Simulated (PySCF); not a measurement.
**Radial density of Al⁺ (aluminium, charge +1)**

TPSS, [Ne] 3s2, closed-shell 1S. Calculation: PySCF 2.14, in cc-pV(T+d)Z; no relativity, point nucleus.

| r (bohr) | 4πr²ρ (e/bohr) |
| --- | --- |
| 0.00168 | 0.04772 |
| 0.00283 | 0.1309 |
| 0.00475 | 0.3524 |
| 0.00800 | 0.9160 |
| 0.0135 | 2.251 |
| 0.0226 | 5.021 |
| 0.0381 | 9.545 |
| 0.0640 | 13.94 |
| 0.108 | 13.51 |
| 0.181 | 8.953 |
| 0.305 | 10.28 |
| 0.512 | 12.36 |
| 0.862 | 5.350 |
| 1.45 | 1.205 |
| 2.44 | 0.8785 |
| 4.10 | 0.1457 |
| 6.90 | 0.002143 |
